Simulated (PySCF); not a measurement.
Structure problem from calculated spectra and properties.

Elements present: C, H, N, O and Si. Monoisotopic mass: 218.9843 u.

- Dipole: 4.43 D [PBE0/def2-SVPD]
- Triplet: lowest triplet excitation (Tamm–Dancoff): 4.51 eV [TDA PBE0/def2-SVPD]
- UV, strongest line: among the 10 lowest singlet transitions: S5 at 5.93 eV (209 nm, f = 0.038) [TDDFT PBE0/def2-SVPD]
- 1H NMR: chemical shifts (computed TMS as zero) by class: 6.27 (1 H), 4.48 (1 H), 4.00 (1 H), 3.96 (1 H), 3.95 (1 H), 3.89 (1 H), 3.82 (1 H), 3.76 (1 H), 3.70 (1 H), 3.35 (1 H), 1.18 (3 H) ppm [GIAO KT2/pcSseg-1]
- Rotational structure: rotational constants A, B, C: 0.818, 0.470, 0.436 GHz [PBE0-D3(BJ)/def2-SVP]
- Valence photoelectron: vertical ionisation energy: 9.08 eV [ΔSCF PBE0/def2-SVPD]
- NMR, other nuclei: isotropic shieldings of nuclei other than C and H, by class: -96 (1 N), 292 (1 O), 362 (1 Si), 461 (1 Si), 467 (1 Si), 477 (1 Si), 484 (1 Si) ppm [GIAO KT2/pcSseg-1]
- 13C NMR: chemical shifts (computed TMS as zero) by class: 108.6 (1 C), 68.8 (1 C), 19.5 (1 C) ppm [GIAO KT2/pcSseg-1]

The electronic properties come from PySCF, for the isolated species, density fitting. Levels stand in brackets. Isolated species at its PBE0-D3(BJ)/def2-SVP geometry (one conformer only). Each NMR value is the plain mean over a class of atoms that symmetry, rotation or inversion makes alike.

Q: Which formula fits the mass and the elements?

A: C3H13NOSi5 (calculated 218.9843). No other formula that holds each of these elements comes within 0.0003 u with a fitting electron parity and a possible valence count.

Q: Propose a structure and show how it fits.

A: Numbering: `[CH3:1][CH2:2][O:3][Si@@H:4]1[SiH2:5][SiH2:6][SiH2:7][Si@H:8]1[C:9]#[N:10]`. Its formula, C3H13NOSi5, gives 3 degrees of unsaturation: 1 ring and 2 π bonds in the structure found. 3 carbons fall into 3 classes; from least to most shielded: cyano carbon [C9] (108.6 ppm), chain sp3 carbon bound to oxygen [C2] (68.8 ppm), methyl carbon [C1] (19.5 ppm). Hydrogen classes from least to most shielded: 1 H on an oxygen-bound silicon, Si4 (6.27 ppm), 1 H on an SiH silicon, Si8 (4.48 ppm), 1 H on an SiH2 silicon, Si6 (4.00 ppm), 1 H on an SiH2 silicon, Si7 (3.96 ppm), 1 H on an sp3 carbon bound to oxygen, C2 (3.95 ppm), 1 H on an SiH2 silicon, Si5 (3.89 ppm), 1 H on an SiH2 silicon, Si5 (3.82 ppm), 1 H on an SiH2 silicon, Si6 (3.76 ppm), 1 H on an SiH2 silicon, Si7 (3.70 ppm), 1 H on an sp3 carbon bound to oxygen, C2 (3.35 ppm), 3 H on a methyl carbon, C1 (1.18 ppm). The other shieldings belong to: -96 ppm, cyano nitrogen [N10]; 292 ppm, silyl ether oxygen [O3]; 362 ppm, oxygen-bound silicon [Si4]; 461 ppm, SiH silicon [Si8]; 467 ppm, SiH2 silicon [Si7]; 477 ppm, SiH2 silicon [Si6]; 484 ppm, SiH2 silicon [Si5]. The first electron is taken from the HOMO, whose largest Löwdin shares are 0.22 on the oxygen-bound silicon, 0.18 on an SiH2 silicon, 0.17 on the SiH silicon and 0.09 on the silyl ether oxygen. The optimised geometry has point group C1 and is an asymmetric top. Structure: `CCO[Si@@H]1[SiH2][SiH2][SiH2][Si@H]1C#N`. The assignments are read from this structure; whether some other isomer fits the data as well wasn't checked. The mirror image fits equally.
